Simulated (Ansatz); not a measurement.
```xyz
9

O     1.196    0.236   -0.847
Si   -0.084    0.207    0.176
O    -0.381    1.619    0.947
S     0.432   -1.305    1.584
Te   -2.233   -0.093   -1.037
H     1.050    0.688   -1.682
H     0.201    1.843    1.677
H     1.507   -1.676    0.868
H    -1.688   -1.518   -1.685
```

Total charge 0; spin multiplicity 1. Te: def2 effective core potential.

(1) List the PBE/def2-TZVPP orbital energies in eV (Ansatz 0.2.0). (An estimate is asked.)

Answers

(1) The calculation gave: Occupied: -2395.81, -1781.39, -510.73, -510.70, -208.80, -164.27, -154.94, -154.85, -154.72, -138.88, -114.65, -114.55, -114.37, -95.64, -95.62, -95.61, -40.75, -40.71, -40.55, -40.47, -40.45, -25.73, -25.25, -18.36, -16.04, -14.15, -13.30, -11.00, -9.83, -9.60, -9.20, -8.87, -8.14, -7.86, -7.28, -6.48, -5.51. Lowest empty: -1.41, -0.77, -0.58, -0.10, 0.28, 0.79, 1.15, 1.97.
